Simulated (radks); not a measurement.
Results of a calculation; reference values are marked as such.
Question: Ag3+, 44 electrons, occupied as [Kr] 4d8. Code: a radial shooting solver on a logarithmic mesh with Libxc functionals. Model: scalar-relativistic Kohn-Sham, SCAN, spin-polarised, spherical densities, finite nucleus; open shells are filled with parallel spins first (spin-orbit coupling, left out, can overturn this in heavy ions); meta-GGA in the generalised Kohn-Sham scheme; Fermi nuclear charge, rms radius 4.5454 fm. Some entries of the table are withheld. Estimate them.

orbital  occ.  eigenvalue (hartree)  <1/r> (bohr^-1)
1s up       1             -934.1234            49.43
1s down     1             -934.1231            49.43
2s up       1             -139.3497            11.25
2s down     1             -139.3330            11.25
2p up       3             -125.0123            10.85
2p down     3             -124.9988            10.85
3s up       1             -26.96242            3.958
3s down     1             -26.95555            3.957
3p up       3             -22.21122            3.764
3p down     3             -22.20215            3.763
3d up       5                   (1)            3.531
3d down     5                   (2)            3.530
4s up       1              -5.05891            1.510
4s down     1              -4.98057            1.514
4p up       3              -3.66789            1.367
4p down     3              -3.58710            1.369
4d up       5              -1.65071            1.068
4d down     3              -1.57352            1.063

Answer: 
(1) 3d up eigenvalue (hartree): -14.75687
(2) 3d down eigenvalue (hartree): -14.74041
